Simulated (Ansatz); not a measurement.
Geometry optimisation, RKS r2SCAN-D4/def2-SVP in Ansatz.

input.yaml

```yaml
crystal:
  periodic: [false, false, false]
  atoms:
    - { symbol: C, position_ang: [-0.4282, 0.4298, -0.3266] }
    - { symbol: S, position_ang: [0.3223, -1.0488, 0.2375] }
    - { symbol: Ag, position_ang: [1.993, -1.8188, 1.4334] }
    - { symbol: H, position_ang: [-1.283, 0.2255, -0.9648] }
    - { symbol: H, position_ang: [0.244, 1.0589, -0.96] }
    - { symbol: H, position_ang: [-0.8059, 1.0894, 0.5343] }
basis:
  gaussian: { orbitals: def2-SVP }
hamiltonian:
  xc: r2scan
  dispersion: d4
relax:
  f_tol: 0.015
  max_steps: 40
```

Command:

```bash
$ ansatz run input.yaml --threads 1 --pin off --max-ram 2048MiB --backend cpu --events-out ev --progress --plain --runs-dir out
```

Q: Where does it end, and by what steps?

A: The run converged. After 6 steps the energy has fallen by 0.773 eV; Ag3 moved furthest, 0.54 Å.

```json
{"step": "0", "energy less start (eV)": "0.0000", "largest force component (eV/Å)": "3.114", "accepted": "yes"}
{"step": "1", "energy less start (eV)": "-0.4994", "largest force component (eV/Å)": "1.159", "accepted": "yes"}
{"step": "2", "energy less start (eV)": "-0.6958", "largest force component (eV/Å)": "0.242", "accepted": "yes"}
{"step": "3", "energy less start (eV)": "-0.7175", "largest force component (eV/Å)": "0.253", "accepted": "yes"}
{"step": "4", "energy less start (eV)": "-0.7713", "largest force component (eV/Å)": "0.114", "accepted": "yes"}
{"step": "5", "energy less start (eV)": "-0.7731", "largest force component (eV/Å)": "0.025", "accepted": "yes"}
{"step": "6", "energy less start (eV)": "-0.7732", "largest force component (eV/Å)": "0.004", "accepted": "yes"}
```

```xyz
6
Properties=species:S:1:pos:R:3
C -0.384 0.384 -0.293
S 0.016 -1.375 0.014
Ag 1.898 -1.295 1.366
H -1.279 0.384 -0.935
H 0.419 0.910 -0.829
H -0.628 0.927 0.631
```

Whether the end is a true minimum wasn't checked by a vibrational analysis.

Time of the run: 46 s on 1 thread of Arm Neoverse V1, with other jobs on the host, peak memory 0.16 GiB.
